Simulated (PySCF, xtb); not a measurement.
PGME (C₄H₁₀O₂), SMILES COCC(C)O.

Coordinates come from a PBE-D3(BJ)/def2-SVP optimisation. The values are those of a single conformer.

Level of theory: C-PCM-ωB97X/def2-SVP (PySCF).

The values are the electrostatic part of the solvation free energy, E(continuum) − E(gas) at the gas-phase geometry, in a cavity of scaled van der Waals radii (PySCF's table); cavitation and dispersion terms are not included. In vacuum the orbital gap is 13.74 eV. The dipole moment in vacuum is 2.49 D.

| solvent | ε | ΔG(elec) (kcal/mol) | dipole (D) | gap (eV) |
|---|---|---|---|---|
| water | 78.36 | -4.8 | 3.10 | 14.13 |
| dichloromethane | 8.93 | … | … | … |
| n-hexane | 1.88 | -2.2 | 2.74 | 13.96 |

Question: Some entries are withheld; supply them. (An estimate is asked for; the answer gives what the named calculation found.)

Answer: 
- dichloromethane, ΔG(elec) (kcal/mol): -4.3
- dichloromethane, dipole (D): 3.03
- dichloromethane, gap (eV): 14.12

For comparison, GFN2-xTB/ALPB(water) (xtb, at the GFN2-xTB geometry, all terms of that model) gives -4.7 kcal/mol.
